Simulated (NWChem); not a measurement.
C$_{3}$H$_{5}$F; SMILES C(=C/F)/C

```xyz
9

C      0.5463     1.4935     0.0000
C     -0.6532     0.5965     0.0000
C     -0.6137    -0.7447     0.0000
F      0.5433    -1.4382     0.0000
H      1.4852     0.9083     0.0000
H      0.5526     2.1590     0.8897
H      0.5526     2.1590    -0.8897
H     -1.6584     1.0487     0.0000
H     -1.4981    -1.4031     0.0000
```
Atoms are numbered in this order, from 1.

All runs: NWChem. The geometry was optimised at PBE-D3(BJ)/def2-SVP.

Q: Predict the results for LDA (Slater exchange, VWN5)/def2-SVP. Quantities: highest occupied level (eV); orbital gap (eV); dipole (D).

A: 
| Quantity | Value |
|---|---|
| highest occupied level (eV) | -5.93 |
| orbital gap (eV) | 5.40 |
| dipole (D) | 1.24 |
